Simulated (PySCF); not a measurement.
Computed with PySCF, PBE0, basis As def2-TZVP, S def2-TZVP (no relativity, density fitting).

Each entry is the lowest minimum that a search over a few typed start shapes (and spin states, where more than one is plausible) found, or that minimum re-optimised at the stated level; isomers with ligand–ligand bonds, or fragments after loss of a ligand pair, can lie lower. Open shells are unrestricted.

AsS₂ is a doublet of C2v symmetry with As–S 2.041 Å (×2); S–As–S 128.2°. Its wavenumbers are 167, 492, 534 cm⁻¹.

Q: What changes when one electron is removed, giving AsS₂⁺?

A: It costs 8.75 eV between the minima (8.77 eV with zero-point energy). AsS₂⁺ is a singlet of D∞h symmetry with As–S 1.953 Å (×2); S–As–S 180.0°; wavenumbers 119 (×2), 535, 723 cm⁻¹.
